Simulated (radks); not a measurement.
Valence configurations of Kr IV (all share [Ar]). Calculated with a radial shooting solver on a logarithmic mesh with Libxc functionals: Dirac Kohn-Sham, BLYP, spin-unpolarised, spherical densities, finite nucleus; open shells are shared between the two j in proportion to 2j + 1; Fermi nuclear charge, rms radius 4.1884 fm. Energies are relative to 3d10 4s2 4p3; eigenvalues in eV.

| valence | E (eV) | e(3d3/2) | e(3d5/2) | e(4p1/2) | e(4p3/2) | e(4s1/2) |
|---|---|---|---|---|---|---|
| 3d10 4s2 4p3 | 0.000 | -122.34 | -121.02 | -43.801 | -42.901 | -58.984 |
| 3d10 4p5 | 31.800 | -125.23 | -123.91 | -45.135 | -44.204 | - |
| 3d9 4s2 4p4 | 84.176 | -136.83 | -135.46 | -46.588 | -45.588 | -62.484 |
| 3d8 4s2 4p5 | 180.34 | -151.78 | -150.34 | -49.325 | -48.225 | -65.889 |
| 3d8 4s1 4p6 | 197.68 | -153.07 | -151.63 | -49.922 | -48.807 | -66.570 |
| 3d9 4s1 4p5 | 100.79 | -138.21 | -136.83 | -47.221 | -46.207 | -63.212 |
| 3d9.5 4s2 4p3.5 | 40.620 | -129.53 | -128.19 | -45.201 | -44.252 | -60.746 |
| 3d10 4s1 4p4 | 15.842 | -123.80 | -122.48 | -44.477 | -43.561 | -59.767 |
| 3d9.5 4s1.5 4p4 | 48.723 | -130.24 | -128.90 | -45.531 | -44.573 | -61.127 |

NIST lists [Ar] 3d10 4s2 4p3 as the ground configuration; this level of theory agrees among the configurations tried. The energies are those of spherical spin-averaged densities, not of single terms.
